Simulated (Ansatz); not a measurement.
The same ligand exchange along the group O, Se, Te.

Calculated with Ansatz (gas phase, PBE0-D4/def2-TZVP geometries, no zero-point term in ΔE). CCSD(T)/CBS adds triple-zeta CCSD(T) − MP2 to the extrapolated MP2 energy (def2 sets, frozen cores). This one scheme is used for every species. DFT in def2-TZVPP. def2 core potentials past Kr. For Br, Se, Te outer-core shells are correlated without core-valence functions, which leaves a few kJ/mol of doubt a bond. Scalar relativity is left out up to krypton. One conformer a species, not always the lowest.

| reaction | PBE-D4 (kJ/mol) | ωB97X-V (kJ/mol) |
| --- | --- | --- |
| `O[SiH]1BC1` + HBr → `Br[SiH]1BC1` + H₂O | -26 | -15 |
| `[SeH][SiH]1BC1` + HBr → `Br[SiH]1BC1` + H₂Se | -23 | -30 |
| `[TeH][SiH]1BC1` + HBr → `Br[SiH]1BC1` + H₂Te | -33 | -39 |

Question: Give the CCSD(T)/CBS values in the same order. (Best estimate.)

Answer: The calculation gave: -22, -27, -34 kJ/mol.

Largest T1 diagnostic: 0.014, for `O[SiH]1BC1`.
